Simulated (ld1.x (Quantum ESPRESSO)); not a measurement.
Values are calculated unless marked as measured or tabulated.
**Potentials for aluminium compared**

Generated with ld1.x 7.5 (TM, RRKJ, ultrasoft, PAW), atompaw 4.2 or ONCVPSP 4.0.1. The cutoff is in Ry: for ld1.x and atompaw files where the sum of valence levels is converged to 10 mRy in a Bessel basis, for ONCV files where the hardest occupied wave has 1 mHa per electron of residual kinetic energy. The error is the largest all-electron minus pseudo excitation energy over each file’s own four to seven test configurations (ionisations up to +4, promotions, holes and added fractions of an electron), all of which were solved. The labels leave out finer settings (local radius, basis sizes, second energies), which also bear on the numbers. Spin-polarised tests are not counted. The rows are a selection from randomly drawn settings: files with unsolved tests, undetermined cutoffs or missed reference levels are left out.

| potential | cutoff (Ry) | largest error (meV) | bound ghosts |
| --- | --- | --- | --- |
| TM, PBE, non-relativistic, rc 1.65/2.35 (sp), local smoothed, core correction yes, reference 3s2 3p1 | 10 | +13 | none |
| ultrasoft, PBEsol, scalar-relativistic, rc 2.30/2.40/2.25 (spd), local smoothed, core correction yes, reference 3s2 3p0 | 6 | -7.1 | none |
| TM semilocal, BLYP, scalar-relativistic, rc 2.15/2.80/2.75 (spd), local p, core correction no, reference 3s1.5 3p1.5 | 10 | +86 | none |
| ultrasoft, PBEsol, non-relativistic, rc 2.00/2.60/2.45 (spd), local smoothed, core correction yes, reference 3s1 3p0 | 6 | +10 | none |
| TM, LDA (PZ), scalar-relativistic, rc 1.45/1.95/1.45 (spd), local smoothed, core correction no, reference 3s2 3p1 | 30 | +134 | none |
| TM, BLYP, non-relativistic, rc 2.20/1.70/1.65 (spd), local smoothed, core correction yes, reference 3s2 3p1 | 10 | +24 | none |

(1) Fill in the row for Al: ultrasoft, LDA (PZ), non-relativistic, rc 1.90/2.30 (sp), local smoothed, core correction no, reference 3s2 3p1.

(2) Fill in the row for Al: RRKJ, PBE, scalar-relativistic, rc 2.05/2.30/1.90 (spd), local s, core correction no, reference 3s1.5 3p1.5.

(3) Fill in the row for Al: PAW, LDA (PZ), scalar-relativistic, rc 1.90/2.35/2.00 (spd), local smoothed, core correction yes, reference 3s2 3p1.

Answers

(1) cutoff 8 Ry, largest error +80 meV, bound ghosts: none.

(2) cutoff 10 Ry, largest error +14 meV, bound ghosts: none.

(3) cutoff 8 Ry, largest error -26 meV, bound ghosts: none.
